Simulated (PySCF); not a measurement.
silanone (H2OSi), SMILES O=[SiH2]. Atoms are numbered in the order given.

```xyz
4

Si     0.0000     0.0000     0.4374
O      0.0000     0.0000    -1.0821
H      0.0000    -1.2270     1.2664
H      0.0000     1.2270     1.2664
```

The structure is a stationary point at B3LYP-D3(BJ)/def2-TZVP.

Two levels are set side by side: PBE/pcJ-1 (PySCF) and B3LYP/pcJ-1 (PySCF). One-bond couplings, all four terms, same geometry. Isotopes: 17O, 1H, 29Si. Differences are taken from unrounded values.

| quantity | PBE |
|---|---|
| ¹J(Si1,H3) (Hz) | -238.4 |
| ¹J(Si1,H4) (Hz) | -238.4 |

These are the PBE values. What does B3LYP give? (The exact figures need the calculation; the answer reports its results.)


```tsv
quantity	B3LYP	PBE minus B3LYP
¹J(Si1,H3) (Hz)	-270.2	31.8
¹J(Si1,H4) (Hz)	-270.2	31.8
```

Rough cost on one machine, each run with all the roots and properties that it gave: B3LYP against PBE within a factor of 2.
